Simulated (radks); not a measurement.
Question: All-electron atom: the tellurium ion Te4+ in [Kr] 4d9 5s2 5p1 (not the ground configuration). Calculated with a radial shooting solver on a logarithmic mesh with Libxc functionals: Dirac Kohn-Sham, BLYP, spin-unpolarised, spherical densities, finite nucleus; open shells fill j = l - 1/2 first; Fermi nuclear charge, rms radius 4.7423 fm. Some entries of the table are withheld. Estimate them.

| orbital | occ. | eigenvalue (hartree) | <r> (bohr) |
|---|---|---|---|
| 1s1/2 | 2 | -1163.593 | 0.02781 |
| 2s1/2 | 2 | -180.0598 | 0.1194 |
| 2p1/2 | 2 | -168.8487 | 0.1008 |
| 2p3/2 | 4 | -158.7566 | 0.1064 |
| 3s1/2 | 2 | -37.38498 | (1) |
| 3p1/2 | 2 | (2) | 0.3122 |
| 3p3/2 | 4 | (3) | 0.3236 |
| 3d3/2 | 4 | (4) | 0.2945 |
| 3d5/2 | 6 | (5) | 0.2982 |
| 4s1/2 | 2 | -7.91406 | 0.7600 |
| 4p1/2 | 2 | -6.31917 | 0.7944 |
| 4p3/2 | 4 | -5.95376 | 0.8220 |
| 4d3/2 | 4 | -3.38981 | 0.9355 |
| 4d5/2 | 5 | -3.33251 | 0.9461 |
| 5s1/2 | 2 | -2.06379 | 1.824 |
| 5p1/2 | 1 | (6) | 2.035 |
| 5p3/2 | 0 | (7) | 2.096 |
| 5d3/2 | 0 | -1.01974 | 2.718 |
| 5d5/2 | 0 | -1.01271 | 2.738 |
| 6s1/2 | 0 | -0.90009 | 3.658 |
| 4f5/2 | 0 | -0.87138 | 1.959 |
| 4f7/2 | 0 | -0.86937 | 1.968 |
| 6p1/2 | 0 | -0.75769 | 4.060 |

Answer: 
(1) 3s1/2 <r> (bohr): 0.3218
(2) 3p1/2 eigenvalue (hartree): -32.77419
(3) 3p3/2 eigenvalue (hartree): -30.89250
(4) 3d3/2 eigenvalue (hartree): -22.75469
(5) 3d5/2 eigenvalue (hartree): -22.36096
(6) 5p1/2 eigenvalue (hartree): -1.64944
(7) 5p3/2 eigenvalue (hartree): -1.59421
